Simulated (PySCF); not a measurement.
## Ionisation energy of Kr¹⁷⁺ by level of theory

Kr¹⁷⁺ [Ar] 3d1 (2D) → Kr¹⁸⁺ [Ar] (1S), as a difference of total energies. All numbers are calculated (PySCF 2.14, no relativity, point nucleus, in an even-tempered Gaussian basis (17 s from 1.4 bohr⁻², ratio 2.5; 11 p from 1.8 bohr⁻², ratio 2.5; 8 d from 1.8 bohr⁻², ratio 2.5; 4 f from 6.2 bohr⁻², ratio 2.7; 4 g from 9.3 bohr⁻², ratio 2.7)). Correlated levels: outer shells: [Ne] frozen; virtual orbitals above 40 to 60 times the deepest correlated orbital energy dropped. The calculations carry no spin-orbit coupling.

```csv
method,ionisation energy (eV)
UHF,640.45
LDA,641.88
PBE,642.09
PBE0,642.03
r2SCAN,642.37
TPSSh,641.97
BP86,642.33
MP2 (outer shells),640.65
SCS-MP2 (outer shells),640.61
```

A first-order spin-orbit estimate (lowest level to lowest level, LS coupling) adds 1.148 eV.

All relativistic terms are absent from these numbers, so their closeness to the reference says little about the methods.

For comparison: 640 ± 3 eV (theoretical estimate listed by NIST; NIST Atomic Spectra Database, ionization energies).
